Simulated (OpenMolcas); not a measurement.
W4+ (d2) in a complex was computed by CASSCF with the d shell active (OpenMolcas, ANO-RCC-VTZP on the metal). Its lowest spin-free states, and all those of the highest spin:

| 2S+1 | Degeneracy | E (cm-1) |
| --- | --- | --- |
| 3 | 2 | 0.0 |
| 3 | 1 | 1188 |
| 1 | 2 | 9093 |
| 1 | 1 | 9833 |
| 1 | 2 | 11679 |
| 1 | 1 | 23946 |
| 3 | 2 | 38890 |
| 3 | 1 | 40267 |
| 3 | 2 | 47438 |
| 1 | 2 | 49247 |
| 3 | 1 | 49340 |
| 1 | 1 | 50731 |
| 3 | 1 | 80389 |

Is the site octahedral, tetrahedral or cube-like, axial, or of lower symmetry?

The states with 2S+1 = 3 have orbital degeneracies 2, 1, 2, 1, 2, 1, 1. There are pairs but no triples, so the site is axial: not cubic, but with a proper or improper axis of order three or more. The run had W4+ with 6 ligands (fluoride) in trigonal antiprismatic coordination (D3d) at 1.9 Å, a polar angle of 58.0° against the regular 54.74°. A charge of +0.333 e stands 2.4 Å behind each ligand. Ligand basis ANO-RCC-VDZP.

An orbital doublet at a regular site is open to a Jahn-Teller distortion, which this geometry leaves out. Without dynamic correlation the repulsion within the d shell is too large (B by tens of per cent), so at a given field states of lower spin stand too high. The least metal-like active orbital is 75 % on the metal (Löwdin) and no ligand orbital is active, so the numbers are rough. With metal d orbitals alone the field can be off either way by tens of per cent. Ligand-to-metal charge-transfer states are missing. With no ligand orbital active B as a rule stays too high, so bands that hang on it stand too high and its fall with covalency is understated. The distance lies 4 % under the 1.97 Å that this model takes as the normal distance (a Shannon-type radius plus a fixed donor radius); by an R⁻⁵ law this alone changes a d-shell field by about +20 %. No measured value stands beside these numbers; the geometry is a model, was not optimised and need not be the one that this ion takes.
